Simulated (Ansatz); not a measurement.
Input file for Ansatz (an electronic-structure program): R-B3LYP-D3(BJ)/def2-TZVP on H2O (SMILES O).

Ansatz 0.2 input:
```yaml
crystal:
  periodic: [false, false, false]
  atoms:
    - {symbol: O, position_ang: [0.00000000, -0.00000000, 0.39750000]}
    - {symbol: H, position_ang: [0.00000000, 0.76320000, -0.19880000]}
    - {symbol: H, position_ang: [0.00000000, -0.76320000, -0.19880000]}
basis:
  gaussian:
    orbitals: def2-TZVP
hamiltonian:
  xc: b3lyp
  dispersion: d3bj
relax: {f_tol: 0.004, max_steps: 120}
scf: {lower_state_search: off}
```

Output:

```
WARN ansatz: RAYON_NUM_THREADS=4 ignored (pool sized by the plan → 4); use --threads N
Functional definition: B3LYP
these checks for a lower state are left out or cut short: stability, starts, cluster_reference, orbital_swaps, neighbouring_geometries, increment
integrals: 0.00 GiB planned
239 factors; their error is unknown
mean field: 0.08 GiB planned
mean field evaluation 1: about -2076.1204 eV, gradient 5.4e1 eV
mean field evaluation 2: about -2068.0811 eV, gradient 8.6e1 eV
mean field evaluation 4: about -2080.6596 eV, gradient 2.5e-1 eV
mean field evaluation 8: about -2080.6617 eV, gradient 2.7e-3 eV
mean field -2080.66171611 eV, -76.4629077438 hartree, gradient 4.3e-6 eV, S^2 0.000000; 0 other end points of the search recorded, 0 dependent functions left out
the calculation of the forces begins
reference -2080.66185361 eV, -76.4629127968 hartree; 5, 5 occupied and 38, 38 virtual orbitals, 239 factors
relax step   1: F+E_penalty+E_count = -2080.67733270 eV  Δ(F+E_penalty+E_count) = +0.000e0 eV  max|allowed force component| = 4.367e-1 eV/Å  Δτ_max = 0.0000 Å  (13 SCF iters, accepted)
these checks for a lower state are left out or cut short: stability, starts, cluster_reference, orbital_swaps, neighbouring_geometries, increment
integrals: 0.00 GiB planned
239 factors; their error is unknown
mean field: 0.08 GiB planned
mean field evaluation 16: about -2080.6610 eV, gradient 4.9e-1 eV
mean field -2080.66350872 eV, -76.4629736209 hartree, gradient 1.2e-6 eV, S^2 0.000000; 0 other end points of the search recorded, 0 dependent functions left out
the calculation of the forces begins
reference -2080.66364556 eV, -76.4629786498 hartree; 5, 5 occupied and 38, 38 virtual orbitals, 239 factors
relax step   2: F+E_penalty+E_count = -2080.67912459 eV  Δ(F+E_penalty+E_count) = -1.792e-3 eV  max|allowed force component| = 1.820e-1 eV/Å  Δτ_max = 0.0036 Å  (19 SCF iters, accepted)
these checks for a lower state are left out or cut short: stability, starts, cluster_reference, orbital_swaps, neighbouring_geometries, increment
integrals: 0.00 GiB planned
239 factors; their error is unknown
mean field: 0.08 GiB planned
mean field -2080.66401127 eV, -76.4629920894 hartree, gradient 1.2e-6 eV, S^2 0.000000; 0 other end points of the search recorded, 0 dependent functions left out
the calculation of the forces begins
reference -2080.66414765 eV, -76.4629971012 hartree; 5, 5 occupied and 38, 38 virtual orbitals, 239 factors
relax step   3: F+E_penalty+E_count = -2080.67962618 eV  Δ(F+E_penalty+E_count) = -5.016e-4 eV  max|allowed force component| = 1.540e-2 eV/Å  Δτ_max = 0.0037 Å  (19 SCF iters, accepted)
these checks for a lower state are left out or cut short: stability, starts, cluster_reference, orbital_swaps, neighbouring_geometries, increment
integrals: 0.00 GiB planned
239 factors; their error is unknown
mean field: 0.08 GiB planned
mean field evaluation 32: about -2080.6618 eV, gradient 2.6e-1 eV
mean field -2080.66402695 eV, -76.4629926657 hartree, gradient 1.2e-6 eV, S^2 0.000000; 0 other end points of the search recorded, 0 dependent functions left out
the calculation of the forces begins
reference -2080.66416331 eV, -76.4629976769 hartree; 5, 5 occupied and 38, 38 virtual orbitals, 239 factors
relax step   4: F+E_penalty+E_count = -2080.67964164 eV  Δ(F+E_penalty+E_count) = -1.546e-5 eV  max|allowed force component| = 4.637e-4 eV/Å  Δτ_max = 0.0009 Å  (19 SCF iters, accepted)
Total energy: -2080.67977800 eV, -76.4635715061 hartree
Atom 0 at    -0.000000     0.000000     0.389611 Å, force    -0.000000     0.000000    -0.000141 eV/Å
Atom 1 at     0.000000     0.764986    -0.194856 Å, force     0.000000     0.000464     0.000070 eV/Å
Atom 2 at     0.000000    -0.764986    -0.194856 Å, force    -0.000000    -0.000464     0.000070 eV/Å
Dipole moment:    -0.000000    -0.000000    -0.429653 e Å
Checks for a lower state left out: stability, starts, cluster_reference, orbital_swaps, neighbouring_geometries, increment
```

The calculation finished and met its thresholds.

Cost: around 1.6 core-seconds (rough).
